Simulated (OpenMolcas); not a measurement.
# How methods differ on C2H5NSi (SMILES C[SiH2]C#N)

C2H5NSi: 9 atoms, total charge 0, spin state singlet. As SMILES, `C[SiH2]C#N`. The coordinates come from a PBE0-D4/def2-TZVP relaxation.

Quantity: the vertical ionisation energy (to the doublet cation), in eV. The values are calculated.

```json
{"level": "HF/cc-pVDZ", "kind": "Hartree–Fock", "program": "OpenMolcas", "value (eV)": "10.97", "less CCSD(T)/cc-pVDZ": "-0.94"}
{"level": "PBE/cc-pVDZ", "kind": "GGA", "program": "OpenMolcas", "value (eV)": "11.16", "less CCSD(T)/cc-pVDZ": "-0.75"}
{"level": "revPBE/cc-pVDZ", "kind": "GGA", "program": "OpenMolcas", "value (eV)": "11.11", "less CCSD(T)/cc-pVDZ": "-0.80"}
{"level": "TPSS/cc-pVDZ", "kind": "meta-GGA", "program": "OpenMolcas", "value (eV)": "11.18", "less CCSD(T)/cc-pVDZ": "-0.73"}
{"level": "r2SCAN/cc-pVDZ", "kind": "meta-GGA", "program": "OpenMolcas", "value (eV)": "11.36", "less CCSD(T)/cc-pVDZ": "-0.55"}
{"level": "B3LYP/cc-pVDZ", "kind": "global hybrid", "program": "OpenMolcas", "value (eV)": "11.47", "less CCSD(T)/cc-pVDZ": "-0.44"}
{"level": "M06-2X/cc-pVDZ", "kind": "hybrid meta-GGA", "program": "OpenMolcas", "value (eV)": "11.87", "less CCSD(T)/cc-pVDZ": "-0.04"}
{"level": "CCSD(T)/cc-pVDZ, open shells restricted", "kind": "coupled cluster or CI", "program": "OpenMolcas", "value (eV)": "11.91", "less CCSD(T)/cc-pVDZ": "0.00"}
```

CCSD(T)/cc-pVDZ, open shells restricted is the highest level here, not the true value. The values span 10.97 to 11.91 eV.
